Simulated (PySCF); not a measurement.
**Adding and removing an electron: GeBr**

PBE0; basis Ge def2-TZVPPD, Br def2-TZVPPD; no relativity; PySCF 2.14. Neutral (UKS): doublet (π ↑), Re = 2.326 Å, ωe = 296 cm⁻¹, De = 3.72 eV, HOMO -5.22 eV, LUMO -3.22 eV.

GeBr⁺ (UKS): singlet (closed shell), Re = 2.204 Å, ωe = 372 cm⁻¹, De = 4.35 eV to Ge⁺ + Br. The energies at the minima are -4650.60421 hartree for GeBr and -4650.33580 for GeBr⁺.

Work out the adiabatic ionisation energy, without and with harmonic zero-point energies (1 hartree = 27.2114 eV, 1 eV = 8065.5 cm⁻¹), and the change of the bond length.

At PBE0: 0.26841 hartree = 7.304 eV between the minima; the zero-point term (372.0 − 296.0)/2 cm⁻¹ = +0.005 eV makes it 7.309 eV. Re changes by -12.2 pm against the neutral. The electron leaves a π orbital, and the shorter bond of the ion fits an antibonding orbital, or a change in how ionic the bond is.

GeBr⁻ (UKS): triplet (π ↑↑), Re = 2.525 Å, ωe = 201 cm⁻¹, De = 1.69 eV to Ge + Br⁻. The energies at the minima are -4650.60421 hartree for GeBr and -4650.65705 for GeBr⁻.

Work out the adiabatic electron affinity, without and with harmonic zero-point energies (1 hartree = 27.2114 eV, 1 eV = 8065.5 cm⁻¹), and the change of the bond length.

At PBE0: 0.05284 hartree = 1.438 eV between the minima; the zero-point term (296.0 − 201.0)/2 cm⁻¹ = +0.006 eV makes it 1.444 eV. Re changes by +19.9 pm against the neutral. The electron enters a π orbital, and the longer bond of the ion fits an antibonding orbital, or a change in how ionic the bond is.

Spin–orbit coupling is left out. For an ion De counts to the pair picked by the measured ionisation energies or electron affinities, which need not be the lowest pair at this level. The highest Kohn–Sham level is positive in this anion. Much of that is self-interaction error, but it also means that the finite basis helps to hold the extra electron. States were picked by a PBE0 search and need not be the measured ground states.
